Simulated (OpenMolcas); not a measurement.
## Zr2+: effect of the IPEA shift

```json
{
  "Program": "OpenMolcas 26.06",
  "Basis": "ANO-RCC-VTZP [7s6p4d2f1g]",
  "Scalar Hamiltonian": "DKH2, point nucleus",
  "Active space": "2 electrons in 5 orbitals (4d)",
  "State averaging": "2S+1 = 3 even, 10 roots; 2S+1 = 1 even, 15 roots",
  "Spin-orbit coupling": "RASSI with atomic mean-field integrals over the reference wave functions, term energies averaged over their components"
}
```

Methods on the same reference wave functions:
A. CASSCF
B. SS-CASPT2, IPEA 0 Eh, imaginary shift 0.1 Eh (closed shells correlated: 4s 4p)
C. SS-CASPT2, IPEA 0.25 Eh, imaginary shift 0.1 Eh (closed shells correlated: 4s 4p)

Energies in cm-1 above 4d2 3F2, the measured ground level; measured values from Moore, Atomic Energy Levels, vol. II, NSRDS-NBS 35 (1971 reprint of NBS Circular 467, 1952); NIST levels as listed in Rynkun, Gaigalas and Jonsson, Astron. Astrophys. 637, A10 (2020).

| Level | A | B | C | Measured |
| --- | --- | --- | --- | --- |
| 4d2 3F2 | 0.0 | 0.0 | 0.0 | 0.0 |
| 4d2 3F3 | 666 | 692 | 697 | 681 |
| 4d2 3F4 | 1483 | 1506 | 1511 | 1486 |
| 4d2 1D2 | 9186 | 5850 | 5470 | 5742 |
| 4d2 3P0 | 10262 | 8090 | 8550 | 8062 |
| 4d2 3P1 | 10514 | 8360 | 8820 | 8326 |
| 4d2 3P2 | 11131 | 8890 | 9330 | 8838 |
| 4d2 1G4 | 13870 | 11840 | 11670 | 11049 |
| 4d2 1S0 | 33074 | 23510 | 24070 | 23979 |

Deviations, from unrounded energies. A percentage is the sum of absolute deviations over the sum of measured energies, with the sign that they share, or ± where signs differ.

```tsv
Against measurement	Levels	A	B	C
mean absolute deviation (cm-1)	8	2800	190	310
fine structure of the ground term (%)	2	-0.9	+1.4	+1.8
other terms of the ground configuration (%)	6	+33.4	±2.2	±3.7
```

B lies closest to measurement on these levels and A furthest from it. The largest miss of B in the table is 4d2 1G4, by +790 cm-1. The ranking rests on the paired levels alone, and a cruder setting can come out closer through cancelling errors.

Between B and C the level of the table that moves most is 4d2 1S0, by 560 cm-1 (lowest in B, highest in C). Moves below CASPT2's spread within the term are not significant.

The mean deviations of B to C differ by less than CASPT2's widest spread within a term (800 cm-1), so their order carries little weight.

From A to B the spin-free energies of the other terms of 4d2 shown, above 3F, scale by factors of 0.59 to 0.84.

The lowest spin-free term lies below A's lowest term by 0.261 hartree in B, 0.256 hartree in C.

CASPT2 breaks the degeneracy within a term, and the mean is taken; among the terms shown or strongly mixed into the levels shown the widest spread is 800 cm-1 (4d2 3F, B). Levels of configurations with an s electron are missing; early in the row they begin among the upper levels of the d shell and mix with terms of their name. Without dynamic correlation excited terms often stand tens of per cent too high (terms of higher spin than the ground term too low), and those without a measured partner can miss by more than the paired ones (holds for A). Some levels mix across a computed gap that differs much from the measured one, so their mixing is not that of the real levels (holds for A). Computed and measured levels are paired by configuration, term and J; levels that our copy of the source lacks, or whose pairing is in doubt (as where it misses far off the trend of its configuration), stay unpaired and out of the deviations. Only configurations of the active space appear.
